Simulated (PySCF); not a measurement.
## Nickel: a sound run and one with changed settings

Sound run: Ni⁺ [Ar] 3d9, Ni²⁺ [Ar] 3d8. Computed with PySCF 2.14 in Sapporo-DKH3-DZP-2012 (6s4p3d1f, 40 functions), with the spin-free X2C one-electron Hamiltonian (Gaussian nucleus). In the sound run the correlated levels freeze [Ar]. The sound run starts from symmetry-adapted Hartree-Fock orbitals and uses a fine grid where one is needed.

Changed run: initial guess atom, at most 50 SCF cycles.

```csv
species,method,sound run (hartree),changed run (hartree),converged
Ni⁺,UHF,-1518.76182,-1518.76178,yes
Ni⁺,MN15,-1521.21271,-1521.21375,yes
Ni⁺,M06-L,-1520.16966,-1520.16926,yes
Ni⁺,MP2,-1519.07306,-1519.07304,yes
Ni²⁺,UHF,-1518.20629,-1518.20629,yes
Ni²⁺,MN15,-1520.50126,-1520.50126,yes
Ni²⁺,M06-L,-1519.51348,-1519.51348,yes
Ni²⁺,MP2,-1518.40550,-1518.40550,yes
```

Ionisation energy of Ni⁺:

| method | sound run (eV) | changed run (eV) |
| --- | --- | --- |
| UHF | 15.117 | 15.116 |
| MN15 | 19.360 | 19.388 |
| M06-L | 17.856 | 17.845 |
| MP2 | 18.165 | 18.165 |
| SCS-MP2 | 17.849 | 17.849 |

Where the changed run lies lower, it found another determinant of the same configuration, with other orbitals of the open shell filled.

For comparison, NIST gives 18.169 eV between the lowest levels.
